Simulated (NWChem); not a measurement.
System: CH4N2SSr

Input file for NWChem:

```
start job
memory heap 200 mb stack 900 mb global 1100 mb
geometry units angstroms noautoz
  Sr     0.163089     0.320552    -0.344067
  S      0.025697     3.089691    -0.495097
  H     -0.094195     3.284027     0.838671
  C     -0.811179    -2.317173     0.017159
  N     -0.745571    -1.813606    -1.205873
  N     -0.393459    -1.625935     1.067761
  H     -1.226980    -3.335718     0.166057
  H     -1.113464    -2.446619    -1.907077
  H     -0.514993    -2.130730     1.938412
end
basis spherical
  * library def2-svp
end
ecp
  Sr library def2-ecp
end
dft
  xc m06-l
  iterations 150
  mulliken
end
task dft energy
```

Parts of the log:

```
             Northwest Computational Chemistry Package (NWChem) 7.3.0
             --------------------------------------------------------

 C1  symmetry detected

                             Geometry "geometry" -> ""
                             -------------------------

 Output coordinates in angstroms (scale by  1.889725989 to convert to a.u.)

  No.       Tag          Charge          X              Y              Z
 ---- ---------------- ---------- -------------- -------------- --------------
    1 Sr                  38.0000    -0.03972560    -0.12269972     0.27215316
    2 S                   16.0000    -0.02207216    -2.84588764    -0.26983701
    3 H                    1.0000     1.29960327    -2.91070054    -0.55276984
    4 C                    6.0000     0.03446574     2.64876654    -0.32008490
    5 N                    7.0000    -1.13744908     2.04231361    -0.20818354
    6 N                    7.0000     1.16877660     1.99304070    -0.12152250
    7 H                    1.0000     0.06798598     3.72544794    -0.58865251
    8 H                    1.0000    -1.91589547     2.66211002    -0.40212014
    9 H                    1.0000     1.98494638     2.57985479    -0.25243387

 Effective nuclear repulsion energy (a.u.)     405.7999446090

                                 NWChem DFT Module
                                 -----------------

 Summary of "ao basis" -> "ao basis" (spherical)
 ------------------------------------------------------------------------------
       Tag                 Description            Shells   Functions and Types
 ---------------- ------------------------------  ------  ---------------------
 Sr                         def2-svp                 9       23   4s3p2d
 S                          def2-svp                 8       18   4s3p1d
 H                          def2-svp                 3        5   2s1p
 C                          def2-svp                 6       14   3s2p1d
 N                          def2-svp                 6       14   3s2p1d

            General Information
            -------------------
          SCF calculation type: DFT
          Wavefunction type:  closed shell.
          No. of atoms     :     9
          No. of electrons :    50
           Alpha electrons :    25
            Beta electrons :    25
          Charge           :     0
          Spin multiplicity:     1
          Use of symmetry is: off; symmetry adaption is: off
          Maximum number of iterations: 150
          AO basis - number of functions:   103
                     number of shells:    47
          Convergence on energy requested:  1.00D-06
          Convergence on density requested:  1.00D-05
          Convergence on gradient requested:  5.00D-04

              XC Information
              --------------
                        M06-L Method XC Functional
                         M06-L Exchange Functional  1.000
                       M06-L Correlation Potential  1.000

             Grid Information
             ----------------
          Grid used for XC integration:  medium
          Radial quadrature: Mura-Knowles
          Angular quadrature: Lebedev.
          Tag              B.-S. Rad. Rad. Pts. Rad. Cut. Ang. Pts.
          ---              ---------- --------- --------- ---------
          Sr                  2.00      123          11.0       590
          S                   1.00       88          14.0       590
          H                   0.35       45          15.0       434
          C                   0.70       49          13.0       434
          N                   0.65       49          13.0       434
          Grid pruning is: on
          Number of quadrature shells:   538
          Spatial weights used:  Erf1

      Superposition of Atomic Density Guess
      -------------------------------------

 Sum of atomic energies:        -580.33825098

      Non-variational initial energy
      ------------------------------

 Total energy =    -577.692769
 1-e energy   =   -1172.154347
 2-e energy   =     406.385489
 HOMO         =      -0.327169
 LUMO         =      -0.086909

     ---------------------------------------------
      Total Density - Mulliken Population Analysis
     ---------------------------------------------

    Atom       Charge   Shell Charges
 -----------   ------   -------------------------------------------------------
    1 Sr  10     8.77   0.74  1.23  0.32  0.05  5.86  0.21  0.06  0.21  0.09
    2 S   16    16.86   2.00  1.99  1.21  0.66  5.94  1.92  3.12  0.02
    3 H    1     0.78   0.57  0.18  0.03
    4 C    6     5.53   1.99  0.93  0.20  1.67  0.65  0.08
    5 N    7     7.83   1.99  1.06  0.55  2.57  1.65  0.01
    6 N    7     7.83   1.99  1.06  0.55  2.57  1.65  0.01
    7 H    1     0.90   0.67  0.21  0.02
    8 H    1     0.74   0.60  0.10  0.04
    9 H    1     0.74   0.60  0.10  0.04

   convergence    iter        energy       DeltaE   RMS-Dens  Diis-err
 ---------------- ----- ----------------- --------- --------- ---------
 d= 0,ls=0.0,diis     1   -578.6842448126 -7.67D+02  2.98D-02  7.77D-01
 d= 0,ls=0.5,diis     2   -578.1084836799  5.76D-01  7.59D-03  3.23D+00
 d= 0,ls=0.5,diis     3   -578.5358817875 -4.27D-01  5.55D-03  9.32D-01
 d= 0,ls=0.5,diis     4   -578.7340796515 -1.98D-01  3.08D-03  2.31D-01
 d= 0,ls=0.5,diis     5   -578.7760089129 -4.19D-02  2.32D-03  6.97D-02
 d= 0,ls=0.5,diis     6   -578.6428051621  1.33D-01  1.61D-03  1.85D-01
  Resetting Diis
 d= 0,ls=0.5,diis     7   -578.6553933835 -1.26D-02  1.17D-03  1.54D-01
 d= 0,ls=0.5,diis     8   -578.6624452912 -7.05D-03  6.19D-03  1.41D-01
 d= 0,ls=0.5,diis     9   -578.7321780675 -6.97D-02  3.77D-03  5.86D-02
 d= 0,ls=0.5,diis    10   -578.7574046244 -2.52D-02  2.39D-03  2.10D-02
 d= 0,ls=0.5,diis    11   -578.7678382257 -1.04D-02  1.58D-03  1.45D-02
 d= 0,ls=0.5,diis    12   -578.7738007400 -5.96D-03  1.14D-03  1.06D-02
 d= 0,ls=0.5,diis    13   -578.7775789533 -3.78D-03  8.84D-04  6.58D-03
 d= 0,ls=0.5,diis    14   -578.7799940587 -2.42D-03  7.02D-04  3.93D-03
 d= 0,ls=0.5,diis    15   -578.7815195965 -1.53D-03  6.02D-04  2.51D-03
 d= 0,ls=0.5,diis    16   -578.7825434967 -1.02D-03  5.28D-04  1.64D-03
 d= 0,ls=0.5,diis    17   -578.7832566623 -7.13D-04  4.54D-04  1.06D-03
 d= 0,ls=0.5,diis    18   -578.7837442637 -4.88D-04  3.21D-04  6.14D-04
 d= 0,ls=0.5,diis    19   -578.7840196828 -2.75D-04  2.04D-04  3.26D-04
 d= 0,ls=0.5,diis    20   -578.7841712612 -1.52D-04  1.37D-04  1.73D-04
 d= 0,ls=0.5,diis    21   -578.7842468799 -7.56D-05  1.05D-04  9.02D-05
 d= 0,ls=0.5,diis    22   -578.7842907016 -4.38D-05  8.10D-05  5.27D-05
 d= 0,ls=0.5,diis    23   -578.7843203700 -2.97D-05  5.95D-05  3.11D-05
 d= 0,ls=0.5,diis    24   -578.7843379589 -1.76D-05  4.45D-05  1.71D-05
 d= 0,ls=0.5,diis    25   -578.7843479148 -9.96D-06  3.53D-05  9.55D-06
 d= 0,ls=0.5,diis    26   -578.7843550621 -7.15D-06  2.74D-05  5.76D-06
 d= 0,ls=0.5,diis    27   -578.7843580395 -2.98D-06  2.21D-05  3.52D-06
 d= 0,ls=0.5,diis    28   -578.7843606647 -2.63D-06  1.83D-05  2.15D-06
 d= 0,ls=0.5,diis    29   -578.7843618256 -1.16D-06  1.48D-05  1.35D-06
 d= 0,ls=0.5,diis    30   -578.7843628550 -1.03D-06  1.22D-05  8.47D-07
 d= 0,ls=0.5,diis    31   -578.7843636192 -7.64D-07  9.51D-06  5.24D-07

         Total DFT energy =     -578.784363984868
      One electron energy =    -1178.864898666299
           Coulomb energy =      462.918088892128
    Exchange-Corr. energy =      -50.913643766009
 Nuclear repulsion energy =      188.076089555313

 Numeric. integr. density =       49.999995984540

                       DFT Final Molecular Orbital Analysis
                       ------------------------------------

 Vector   23  Occ=2.000000D+00  E=-1.961354D-01
              MO Center=  1.6D-02,  2.0D+00, -1.6D-01, r^2= 2.3D+00
   Bfn.  Coefficient  Atom+Function         Bfn.  Coefficient  Atom+Function
  ----- ------------  ---------------      ----- ------------  ---------------
    66      0.406083  5 N  pz                80     -0.407898  6 N  pz
    83      0.366640  6 N  pz                69     -0.363922  5 N  pz
    65      0.104164  5 N  py                79     -0.098986  6 N  py
    68     -0.093928  5 N  py                82      0.089803  6 N  py
    17     -0.068223  1 Sr d  1              22     -0.048259  1 Sr d  1

 Vector   24  Occ=2.000000D+00  E=-1.793833D-01
              MO Center=  2.3D-04, -2.6D+00, -2.5D-01, r^2= 2.6D+00
   Bfn.  Coefficient  Atom+Function         Bfn.  Coefficient  Atom+Function
  ----- ------------  ---------------      ----- ------------  ---------------
    35      0.582034  2 S  py                32      0.405545  2 S  py
    29      0.236123  2 S  py                 6      0.206075  1 Sr py
     3      0.200888  1 Sr s                 18     -0.127791  1 Sr d  2
     2     -0.109287  1 Sr s                 26     -0.080877  2 S  s
    34      0.079824  2 S  px                15      0.078887  1 Sr d -1

 Vector   25  Occ=2.000000D+00  E=-1.687393D-01
              MO Center=  2.4D-03, -2.7D+00, -2.4D-01, r^2= 1.9D+00
   Bfn.  Coefficient  Atom+Function         Bfn.  Coefficient  Atom+Function
  ----- ------------  ---------------      ----- ------------  ---------------
    36      0.605492  2 S  pz                33      0.401121  2 S  pz
    30      0.234057  2 S  pz                34      0.129884  2 S  px
    15     -0.111722  1 Sr d -1              31      0.084749  2 S  px
    35     -0.084955  2 S  py                20     -0.078271  1 Sr d -1
    13      0.067286  1 Sr pz                 7     -0.059323  1 Sr pz

[...]
```

Level: M06-L/def2-SVP with def2 effective core potentials on Sr. Structure relaxed at the PBE0/def2-SVP level. Not confirmed as a minimum by frequencies. def2 effective core potentials on Sr; no spin-orbit coupling.
